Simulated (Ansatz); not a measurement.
Start from `[F][Hf]([F])([F])[I]` and change one atom or group to get `[F][Hf]([F])([I])[I]`.

Ansatz, PBE0-D4/def2-TZVP geometries, multiplicity 1. 

Elements past krypton have def2 core potentials.

```tsv
property	`[F][Hf]([F])([F])[I]`
HOMO energy (ωB97M-V/def2-TZVPP) / eV	-10.47
HOMO–LUMO gap (ωB97M-V/def2-TZVPP) / eV	10.89
size of the dipole moment (PBE/def2-TZVPP) / D	0.23
HOMO–LUMO gap (B3LYP/def2-TZVPP) / eV	6.50
HOMO–LUMO gap (PBE/def2-TZVPP) / eV	5.00
LUMO energy (B3LYP/def2-TZVPP) / eV	-1.64
```

Q: What does the change do to each property? (An estimate is asked.)

A: The calculation gave: 
| property | `[F][Hf]([F])([I])[I]` | shift |
| --- | --- | --- |
| HOMO energy (ωB97M-V/def2-TZVPP) / eV | -10.17 | 0.30 |
| HOMO–LUMO gap (ωB97M-V/def2-TZVPP) / eV | 9.91 | -0.98 |
| size of the dipole moment (PBE/def2-TZVPP) / D | 0.40 | 0.17 |
| HOMO–LUMO gap (B3LYP/def2-TZVPP) / eV | 5.52 | -0.98 |
| HOMO–LUMO gap (PBE/def2-TZVPP) / eV | 4.13 | -0.87 |
| LUMO energy (B3LYP/def2-TZVPP) / eV | -2.35 | -0.71 |

With PBE0 the HOMO rises by 0.25 eV and the LUMO falls by 0.76 eV, so the gap narrows by about 1.01 eV. PBE moves the HOMO by 0.21 eV and ωB97M-V by 0.30 eV. Dipoles are sizes alone; their direction can turn.

B3LYP here is the variant with VWN-RPA as its local correlation; programs differ in this.

Spin–orbit coupling is left out; it splits and shifts lone-pair levels of the heavy atoms by tenths of an eV.
